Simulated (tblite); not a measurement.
C7H16NP.
SMILES with atom numbers: `[CH3:1][NH:2][P:3]1[CH2:4][C@@H:5]1[C:6]([CH3:7])([CH3:8])[CH3:9]` (hydrogens: H10, H11, H12 on C1; H13 on N2; H14, H15 on C4; H16 on C5; H17, H18, H19 on C7; H20, H21, H22 on C8; H23, H24, H25 on C9)

Structure used (GFN2-xTB), in Å, numbered top down from 1:
```
atom  x, y, z in Å
C1     3.366    0.558    0.329
N2     2.677   -0.070   -0.789
P3     1.183    0.665   -1.284
C4     0.263   -0.902   -1.619
C5     0.084   -0.384   -0.221
C6    -1.245    0.129    0.307
C7    -2.004    0.933   -0.748
C8    -2.090   -1.073    0.747
C9    -0.961    1.030    1.513
H10    3.800    1.536    0.094
H11    2.653    0.687    1.143
H12    4.165   -0.105    0.664
H13    3.309   -0.147   -1.582
H14    0.861   -1.795   -1.745
H15   -0.570   -0.829   -2.302
H16    0.645   -0.940    0.527
H17   -2.345    0.296   -1.560
H18   -2.877    1.405   -0.301
H19   -1.362    1.711   -1.160
H20   -3.059   -0.741    1.113
H21   -2.248   -1.751   -0.089
H22   -1.591   -1.622    1.543
H23   -0.411    0.487    2.278
H24   -1.889    1.393    1.949
H25   -0.365    1.886    1.201
```

Computed values, GFN2-xTB/tblite, gas phase, harmonic and unscaled. Against measured fundamentals such values can be off by several per cent, at times by over 20. One conformer, not necessarily the lowest.

Harmonic wavenumbers (cm⁻¹): 44.1, 73.9, 114.6, 136.5, 176.8, 189.4, 237.3, 238.7, 255.8, 282.4, 302.4, 332.9, 367.1, 400.3, 447.3, 497.1, 659.2, 686.2, 708.3, 776.0, 794.1, 829.0, 902.5, 956.2, 962.4, 964.4, 965.5, 991.3, 1020.0, 1038.3, 1064.8, 1071.0, 1088.9, 1114.5, 1156.9, 1204.7, 1238.0, 1282.6, 1319.4, 1331.0, 1398.3, 1403.2, 1404.3, 1416.4, 1425.4, 1485.4, 1487.1, 1492.0, 1495.9, 1498.1, 1504.5, 1508.5, 1513.7, 2917.6, 2984.5, 2987.6, 3008.3, 3015.6, 3020.0, 3023.2, 3025.6, 3027.9, 3029.1, 3034.9, 3036.3, 3039.6, 3050.0, 3075.9, 3326.3.

A = 2314, B = 858.9, C = 783.1 MHz; mass 145.102 u (most abundant isotopes); point group C1, symmetry number 1.

Task: Zero-point energy?

Result: ½Σν̃ = 47928 cm⁻¹ = 573.35 kJ/mol.

Task: Entropy at 500 K, 1 bar (ideal gas, RRHO, classical rotation)?

Result: Translation 181.68, rotation 130.77, vibration 258.16: S = 570.6 J/(mol K).

Task: And Cp and H(500 K) − H(0)?

Result: Cp = 294.83 J/(mol K), of which vibrations give 261.58 (their classical limit is 69 R = 573.7); H(500 K) − H(0) = 83.98 kJ/mol without the zero-point energy, 67.35 from vibrations.

Task: Which modes carry the vibrational entropy at 500 K?

Result: 44.1 cm⁻¹: 25.48; 73.9 cm⁻¹: 21.20; 114.6 cm⁻¹: 17.58; 136.5 cm⁻¹: 16.14; 176.8 cm⁻¹: 14.02; 189.4 cm⁻¹: 13.46 J/(mol K); the other 63 give 150.27 together.

Task: Blend soft modes into free rotors: weight 1/[1 + (100 cm⁻¹/ν̃)⁴] for the oscillator and the rest for a rotor with moment μB/(μ + B), μ = h/(8π²ν), B = 10⁻⁴⁴ kg m². What vibrational entropy results?

Result: 243.28 J/(mol K) in place of 258.16, which changes −T·S at 500 K by +7.44 kJ/mol.

Hindered rotation and anharmonicity are outside this model. Other conformers, if any are populated, would add a mixing term that is left out. The structure is chiral; the term R ln 2 for an equal mix with its mirror image is left out.
